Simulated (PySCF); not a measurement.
A calculated (PBE, PySCF 2.14, aug-cc-pVTZ-X2C, scalar relativity by spin-free X2C-1e) atom or ion has these occupied shells.

```json
{"shell": "1s α", "electrons": "1", "orbital energy (eV)": "-37184.7", "rms radius, mean of both spins (bohr)": "0.0292"}
{"shell": "1s β", "electrons": "1", "orbital energy (eV)": "-37184.7", "rms radius, mean of both spins (bohr)": "0.0292"}
{"shell": "2s α", "electrons": "1", "orbital energy (eV)": "-5883.8", "rms radius, mean of both spins (bohr)": "0.119"}
{"shell": "2s β", "electrons": "1", "orbital energy (eV)": "-5883.8", "rms radius, mean of both spins (bohr)": "0.119"}
{"shell": "2p α", "electrons": "3", "orbital energy (eV)": "-5282.4", "rms radius, mean of both spins (bohr)": "0.106"}
{"shell": "2p β", "electrons": "3", "orbital energy (eV)": "-5282.4", "rms radius, mean of both spins (bohr)": "0.106"}
{"shell": "3s α", "electrons": "1", "orbital energy (eV)": "-1248.0", "rms radius, mean of both spins (bohr)": "0.312"}
{"shell": "3s β", "electrons": "1", "orbital energy (eV)": "-1248.0", "rms radius, mean of both spins (bohr)": "0.312"}
{"shell": "3p α", "electrons": "3", "orbital energy (eV)": "-1054.6", "rms radius, mean of both spins (bohr)": "0.312"}
{"shell": "3p β", "electrons": "3", "orbital energy (eV)": "-1054.6", "rms radius, mean of both spins (bohr)": "0.312"}
{"shell": "3d α", "electrons": "5", "orbital energy (eV)": "-770.96", "rms radius, mean of both spins (bohr)": "0.289"}
{"shell": "3d β", "electrons": "5", "orbital energy (eV)": "-770.95", "rms radius, mean of both spins (bohr)": "0.289"}
{"shell": "4s α", "electrons": "1", "orbital energy (eV)": "-250.57", "rms radius, mean of both spins (bohr)": "0.716"}
{"shell": "4s β", "electrons": "1", "orbital energy (eV)": "-250.56", "rms radius, mean of both spins (bohr)": "0.716"}
{"shell": "4p α", "electrons": "3", "orbital energy (eV)": "-188.01", "rms radius, mean of both spins (bohr)": "0.762"}
{"shell": "4p β", "electrons": "3", "orbital energy (eV)": "-188.00", "rms radius, mean of both spins (bohr)": "0.762"}
{"shell": "4d α", "electrons": "5", "orbital energy (eV)": "-96.596", "rms radius, mean of both spins (bohr)": "0.862"}
{"shell": "4d β", "electrons": "5", "orbital energy (eV)": "-96.582", "rms radius, mean of both spins (bohr)": "0.862"}
{"shell": "5s α", "electrons": "1", "orbital energy (eV)": "-40.391", "rms radius, mean of both spins (bohr)": "1.74"}
{"shell": "5s β", "electrons": "1", "orbital energy (eV)": "-40.337", "rms radius, mean of both spins (bohr)": "1.74"}
{"shell": "5p α", "electrons": "3", "orbital energy (eV)": "-25.419", "rms radius, mean of both spins (bohr)": "2.03"}
{"shell": "5p β", "electrons": "3", "orbital energy (eV)": "-25.360", "rms radius, mean of both spins (bohr)": "2.03"}
{"shell": "6p α", "electrons": "1", "orbital energy (eV)": "-5.943", "rms radius, mean of both spins (bohr)": "5.59"}
```

(1) Name the element and its charge.

Results:

(1) Ba⁺ (barium, charge +1), in [Xe] 6p1, 2P determinant (an excited configuration).
